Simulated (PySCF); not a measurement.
Species: 1,1-bromofluoroethene, C2H2BrF.
Bonds: C1–C2 (double), C2–F3, C2–Br4. Hydrogens: H5, H6 on C1.

Method: PBE0-D3(BJ)/def2-TZVP geometry optimisation, gas phase (PySCF 2.14.0); density fitting, grid level 2; the optimiser is geomeTRIC in internal coordinates, started from a GFN2-xTB structure with every atom displaced at random (about 0.01 Å).

Step 2: E = -74857.5388 eV
```
atom  x, y, z in Å  |  force x, y, z in eV/Å
C1     -0.6289   -0.3860    0.2698    1.137  -0.938   0.253
C2      0.4310    0.3117   -0.1059   -0.827   0.745  -0.444
F3      0.9377    1.2899    0.6254    0.135  -0.101   0.165
Br4     1.1069    0.3557   -1.8536    0.214  -0.224   0.006
H5     -0.9264   -0.3216    1.3013   -0.308   0.182   0.222
H6     -0.8914   -1.2779   -0.2847   -0.351   0.336  -0.201
```

Step 3: E = -74857.6646 eV
```
atom  x, y, z in Å  |  force x, y, z in eV/Å
C1     -0.5820   -0.4270    0.2907    0.403  -0.405  -0.172
C2      0.3869    0.3573   -0.1389   -0.259  -0.034  -0.040
F3      0.8933    1.2983    0.6388    0.225   0.152  -0.099
Br4     1.1589    0.3203   -1.8512   -0.059   0.036   0.181
H5     -0.8686   -0.3348    1.3253   -0.255   0.050   0.121
H6     -0.9598   -1.2422   -0.3122   -0.055   0.201   0.010
```

Step 4: E = -74857.6773 eV
```
atom  x, y, z in Å  |  force x, y, z in eV/Å
C1     -0.5603   -0.4551    0.2967    0.153   0.104   0.304
C2      0.3863    0.3579   -0.1205    0.032   0.039  -0.311
F3      0.9095    1.3236    0.6175   -0.071  -0.108   0.114
Br4     1.1420    0.3127   -1.8287    0.080   0.013  -0.177
H5     -0.8803   -0.3386    1.3223   -0.223  -0.093   0.047
H6     -0.9685   -1.2286   -0.3349    0.030   0.046   0.023
```

**Question.** Estimate the geometry and energy of step 5. (The exact step hangs on the optimiser's Hessian estimate; all steps are aligned on step 4, rigid shifts and turns removed.)

**Answer.** E = -74857.6864 eV, largest force 0.139 eV/Å
```
atom  x, y, z in Å  |  force x, y, z in eV/Å
C1     -0.5457   -0.4544    0.3119   -0.066  -0.053   0.060
C2      0.3950    0.3526   -0.1280   -0.035   0.130   0.032
F3      0.9074    1.3166    0.6199    0.097   0.022  -0.010
Br4     1.1369    0.3148   -1.8458    0.029   0.000  -0.014
H5     -0.9116   -0.3427    1.3257    0.009  -0.011  -0.053
H6     -0.9532   -1.2151   -0.3314   -0.035  -0.089  -0.014
```

The energy changes by -0.0091 eV. The first-order estimate −F·Δx gives -0.0219 eV and the mean of the old and new forces, exact on a quadratic surface, -0.0090 eV. The step makes an angle of 42° with the force vector and moves no atom by more than 0.032 Å.

The cost below is that of the whole optimisation. Time: 61 s wall; peak memory 0.60 GiB. Hardware: one thread of an Arm Neoverse V1 (shared host).
